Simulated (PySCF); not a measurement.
**Electron correlation in Al+ (aluminium, charge +1)**

[Ne] 3s1 4s1, high-spin 3S determinant (an excited configuration). All numbers are calculated (PySCF 2.14, no relativity, point nucleus, in aug-cc-pwCVTZ (8s7p5d3f, 75 functions)). Frozen: [Ne]; 2 electrons correlated.

With two correlated electrons CCSD is exact within the correlated space (frozen core and kept virtual orbitals).

| level | correlation energy (mhartree) |
| --- | --- |
| CCSD | -6.47 |

Diagnostics: T1 = 0.011, D1 = 0.0213, largest double amplitude 0.056.

The outer electron is Rydberg-like, and this basis confines it to a smaller radius and binds it less than a complete one would.

Cost of the coupled-cluster step: of the order of 4 core-seconds, for 2 correlated electrons.

Iterations:

```
CC2 = 0
CCSD nocc = (np.int64(2), np.int64(0)), nmo = (70, 70)
frozen orbitals [[0, 1, 2, 3, 4], [0, 1, 2, 3, 4]]
max_cycle = 100
direct = 0
conv_tol = 1e-08
conv_tol_normt = 1e-06
diis_space = 8
diis_start_cycle = 0
Init t2, MP2 energy = -0.00327141046680043
Init E_corr(UCCSD) = -0.00327141046690773
cycle = 1  E_corr(UCCSD) = -0.00476800873682467  dE = -0.00149659827  norm(t1,t2) = 0.0323573
cycle = 2  E_corr(UCCSD) = -0.00553680221397248  dE = -0.000768793477  norm(t1,t2) = 0.0180907
cycle = 3  E_corr(UCCSD) = -0.00648144449080581  dE = -0.000944642277  norm(t1,t2) = 0.0102597
cycle = 4  E_corr(UCCSD) = -0.00646892965889381  dE = 1.25148319e-05  norm(t1,t2) = 0.00059115
cycle = 5  E_corr(UCCSD) = -0.00647275312370036  dE = -3.82346481e-06  norm(t1,t2) = 8.1048e-05
cycle = 6  E_corr(UCCSD) = -0.00647110669818689  dE = 1.64642551e-06  norm(t1,t2) = 2.01175e-05
cycle = 7  E_corr(UCCSD) = -0.00647170853881527  dE = -6.01840628e-07  norm(t1,t2) = 6.84193e-06
cycle = 8  E_corr(UCCSD) = -0.00647163215411818  dE = 7.63846971e-08  norm(t1,t2) = 9.32059e-07
cycle = 9  E_corr(UCCSD) = -0.00647163818629923  dE = -6.03218104e-09  norm(t1,t2) = 1.68409e-07
UCCSD converged
E(UCCSD) = -241.3033831136214  E_corr = -0.006471638186299225
```
